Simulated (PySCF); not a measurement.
Stepwise substitution at one centre (Ga Br-NH2). All species are isolated molecules in the gas phase. One relaxed conformer stands for each flexible species; it need not be the lowest. Strings in code marks are SMILES.

Quantity: redistribution energy (mixed species minus the weighted end members), in eV.

Level 1: CAM-B3LYP-D3(BJ)/def2-TZVP (PySCF)
Level 2: PBE-D3(BJ)/def2-TZVP // CAM-B3LYP-D3(BJ)/def2-TZVP (PySCF)
Level 3: B3LYP/6-31G* // CAM-B3LYP-D3(BJ)/def2-TZVP (PySCF)
Level 4: M06-2X/6-31G* // CAM-B3LYP-D3(BJ)/def2-TZVP (PySCF)

```tsv
species	level 1	level 2	level 3	level 4
2 of 3 Br replaced by NH2: `[Ga]([NH2])([NH2])[Br]`	-0.166	-0.147	-0.184	-0.211
1 of 3 Br replaced by NH2: `[NH2][Ga]([Br])[Br]`	-0.160	-0.148	-0.187	-0.209
```
